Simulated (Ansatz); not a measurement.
`BC[SiH](C)Cl` and `BC[SiH](C)F` differ in one element.

Ansatz, PBE0-D4/def2-TZVP geometries, multiplicity 1. Each molecule was computed in one conformer, which needn't be the lowest.

| property | `BC[SiH](C)Cl` |
| --- | --- |
| HOMO–LUMO gap (PBE/def2-TZVPP) / eV | 4.96 |
| size of the dipole moment (ωB97M-V/def2-TZVPP) / D | 2.50 |
| LUMO energy (PBE0/def2-TZVPP) / eV | -1.32 |
| HOMO energy (B3LYP/def2-TZVPP) / eV | -8.32 |
| size of the dipole moment (PBE/def2-TZVPP) / D | 2.55 |
| LUMO energy (ωB97M-V/def2-TZVPP) / eV | 0.59 |

(1) What does the change do to each property? (Best estimate.)

Results:

(1) Ansatz gave: 
```tsv
property	`BC[SiH](C)F`	shift
HOMO–LUMO gap (PBE/def2-TZVPP) / eV	5.18	0.22
size of the dipole moment (ωB97M-V/def2-TZVPP) / D	0.89	-1.61
LUMO energy (PBE0/def2-TZVPP) / eV	-1.48	-0.16
HOMO energy (B3LYP/def2-TZVPP) / eV	-8.72	-0.40
size of the dipole moment (PBE/def2-TZVPP) / D	0.82	-1.73
LUMO energy (ωB97M-V/def2-TZVPP) / eV	0.43	-0.16
```

With PBE0 the HOMO falls by 0.38 eV and the LUMO falls by 0.16 eV, so the gap widens by about 0.22 eV. PBE moves the HOMO by -0.37 eV and ωB97M-V by -0.40 eV. Dipoles are sizes alone; their direction can turn.

B3LYP here is the variant with VWN-RPA as its local correlation; programs differ in this.
